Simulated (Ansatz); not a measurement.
Basis-set extrapolation for CHF5Si, SMILES `F[SiH](F)C(F)(F)F` (PBE0-D4/def2-TZVP geometry, frozen core, the Gaussian-basis code of Ansatz). Multiplicity 1, RHF reference.

|  | def2-TZVPP | def2-QZVPP |
| --- | --- | --- |
| HF | -824.972035 | -825.005770 |
| MP2 correlation | -1.508403 | -1.650450 |
| CCSD(T) correlation | -1.566220 | not run |

Energies in hartree. Use E(X) = E(∞) + A·exp(−7.88·√X) for Hartree–Fock and E(X) = E(∞) + B·X^(−2.97) for correlation, with X = 3 and 4, and add CCSD(T) minus MP2 of the smaller set to the MP2 limit.

Question: What is the CCSD(T) energy at the basis-set limit?

Answer: HF limit: -825.005770 + (-0.033735) × 0.13774 = -825.01042. MP2 limit: -1.650450 + (-0.142047) × 0.74074 = -1.75567. Higher-order term: -1.566220 − (-1.508403) = -0.05782. Total: -826.82391 hartree, 179.3 kcal/mol below CCSD(T)/def2-TZVPP.
